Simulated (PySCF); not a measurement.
1,1,1,3,3-pentafluoropropane, C3H3F5, SMILES FC(CC(F)(F)F)F (B3LYP/def2-SVP optimised geometry):

```
11

F     -1.705     1.764     0.277
C     -1.365     0.452     0.189
F     -2.013    -0.079    -0.878
C      0.138     0.351     0.000
C      0.671    -1.067     0.000
F      0.264    -1.764    -1.067
F      2.013    -1.067     0.000
F      0.266    -1.736     1.099
H     -1.718    -0.063     1.099
H      0.408     0.833    -0.952
H      0.632     0.897     0.817
```

Level of theory: B3LYP/def2-TZVP (PySCF).

Q: What are the frontier orbital energies and the dipole moment?

A: HOMO-2 -11.47 eV, HOMO-1 -11.05 eV, HOMO -9.96 eV, LUMO 0.94 eV, LUMO+1 1.39 eV; dipole moment 1.56 D.

On the same geometry PySCF with PBE/def2-TZVP gives HOMO-2 -9.69 eV, HOMO-1 -9.42 eV, HOMO -8.36 eV, LUMO 0.45 eV, LUMO+1 0.88 eV; dipole moment 1.44 D.

Meta-Löwdin charges at B3LYP/def2-TZVP: F1 -0.30, C2 0.47, F3 -0.29, C4 -0.27, C5 0.80, F6 -0.27, F7 -0.28, F8 -0.28, H9 0.12, H10 0.15, H11 0.15.
